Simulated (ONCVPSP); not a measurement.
What the settings do to the ONCV potential of caesium (Cs)

Base potential:

Cs, optimised norm-conserving Vanderbilt (ONCV), made with ONCVPSP 4.0.1 (Wu-Cohen, scalar-relativistic). Core [Kr] 4d10, reference 5s2 5p6 6s1. Waves: 5s+6s: rc 2.65 bohr, ncon 4, nbas 7, qcut 5.2 1/bohr, 2 projectors; 5p: rc 2.40 bohr, ncon 3, nbas 6, qcut 6.5 1/bohr, 2 projectors, debl 2.5 Ha; d scattering state at 0.06 Ha: rc 2.70 bohr, ncon 4, nbas 8, qcut 3.4 1/bohr, 2 projectors, debl 0.6 Ha. Local part: polynomial inside 2.05 bohr (lpopt 3, dvloc0 -1 Ha). Core correction: none.

In the d channel the program set the typed energies aside and used 0.050, 0.650 Ha.

All-electron outer shells of the reference configuration (Wu-Cohen, scalar-relativistic, ld1.x):

```csv
shell,level (eV),outermost node (bohr),outermost maximum (bohr)
5s,-26.82,0.82,1.54
5p,-13.57,0.89,1.79
6s,-2.04,2.11,4.92
```

Cutoffs, loose and tight: the cutoffs (Ha) at which the residual kinetic energy of the hardest occupied pseudo-wave falls to 1 and 0.1 mHa per electron. They do not see the model core or the augmentation charge, which bear on the density cutoff. Test errors are all-electron minus pseudo excitation energies from the reference, over the configurations 5s2 5p6 6s0; 5s2 5p6 6s0.5; 5s2 5p6 6s0 6p1; 5s2 5p5 6s1. A dash means not determined; rows that change the core or the reference have their own tests.

A true bound ghost makes a file unfit for plane-wave use even where its test errors are small: the radial tests pick states by their node count and pass the ghost by.

```tsv
change	outcome	cutoff, loose	cutoff, tight	bound ghosts	GHOST(+) flags above zero	largest test error (meV)
base	generated, projector energies reset by the program	12 Ha	14 Ha	none	s	-4.2
local potential polynomial inside 2.05 bohr (lpopt 3, dvloc0 -2 Ha)	generated, projector energies reset by the program	12 Ha	14 Ha	none	s	-4.1
local potential polynomial inside 2.05 bohr (lpopt 3, dvloc0 -0.5 Ha)	generated, projector energies reset by the program	12 Ha	14 Ha	none	none	-4.2
local potential polynomial inside 2.05 bohr (lpopt 3, dvloc0 1 Ha)	generated, projector energies reset by the program	12 Ha	14 Ha	none	none	-4.3
local potential polynomial inside 2.05 bohr (lpopt 3, dvloc0 2.5 Ha)	generated, projector energies reset by the program	12 Ha	14 Ha	none	none	-4.2
local potential polynomial inside 2.05 bohr (lpopt 3, dvloc0 4.5 Ha)	generated, projector energies reset by the program	12 Ha	14 Ha	none	p	-4.2
local potential polynomial inside 2.05 bohr (lpopt 3, dvloc0 6 Ha)	generated, projector energies reset by the program	12 Ha	14 Ha	none	none	-4.3
local potential polynomial inside 2.05 bohr (lpopt 3, dvloc0 9 Ha)	generated, projector energies reset by the program	12 Ha	14 Ha	none	s	-4.3
```

**Question.** What comes out with this change to the base: local potential polynomial inside 2.05 bohr (lpopt 3, dvloc0 8 Ha)?

**Answer.** outcome: generated, projector energies reset by the program; cutoff, loose: 12 Ha; cutoff, tight: 14 Ha; bound ghosts: s; GHOST(+) flags above zero: none; largest test error (meV): -4.5.

Reading the sweep of the dvloc0 (base included, trends over the rows without a ghost): The loose cutoff stays near 12 Ha. The median size of the test errors (rows with all tests solved) stays near 0.2 meV. Bound ghosts are found at 8 Ha.
